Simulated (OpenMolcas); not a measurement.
Cr3+ with 6 ligands (fluoride) in tetragonal octahedral coordination (D4h) at 2.05 Å, the axial distance 2.009 Å. A charge of +0.5 e stands 2.8 Å behind each ligand. Ligand basis ANO-RCC-VDZP.

```
Program             : OpenMolcas
Method              : CASSCF
Basis               : ANO-RCC-VDZP [5s4p2d1f]
Scalar Hamiltonian  : DKH2, point nucleus
Active space        : 3 electrons in 5 orbitals (3d)
State averaging     : 2S+1 = 4 even, 10 roots; 2S+1 = 2 even, 40 roots
Spin-orbit coupling : RASSI with atomic mean-field integrals over the reference wave functions
```

Problem. What is the spin-free ground state (labels of D4, the rotations of D4h)?

Solution. 4B1, 1-fold in its orbital part, 100 % from free-ion F terms; it has the highest spin that d3 allows.

Problem. Where is the first state of the same spin?

Solution. 4B2 at 9880 cm-1 above the ground state.

Problem. What are the lowest two levels with spin-orbit coupling?

Solution. A 2-fold level E1/2 with g = 0.00, 0.00, 5.80, then a 2-fold level E3/2 0.4 cm-1 above it. Their leading multiplicities are 4 (100 %) and 4 (100 %).

Problem. What is χT at 300 K, and how does it compare with the textbook value?

Solution. The lowest level has 2S+1 = 4, for which the spin-only value is χT = S(S+1) / 2 = 1.875 cm3 K/mol (g = 2). The computed 1.808 at 300 K differs by -0.067, through orbital momentum, spin-orbit coupling and any other state in reach.

Without dynamic correlation the repulsion within the d shell is too large (B by tens of per cent), so at a given field states of lower spin stand too high. Ligand-to-metal charge-transfer states are missing. With no ligand orbital active B as a rule stays too high, so bands that hang on it stand too high and its fall with covalency is understated. With metal d orbitals alone and no dynamic correlation the field as a rule comes out too small, by tens of per cent, by up to half for chloride and softer ligands. The distance lies 6 % over the 1.93 Å that this model takes as the normal distance (a Shannon-type radius plus a fixed donor radius); by an R⁻⁵ law this alone changes a d-shell field by about -26 %. No measured value stands beside these numbers; the geometry is a model, was not optimised and need not be the one that this ion takes.
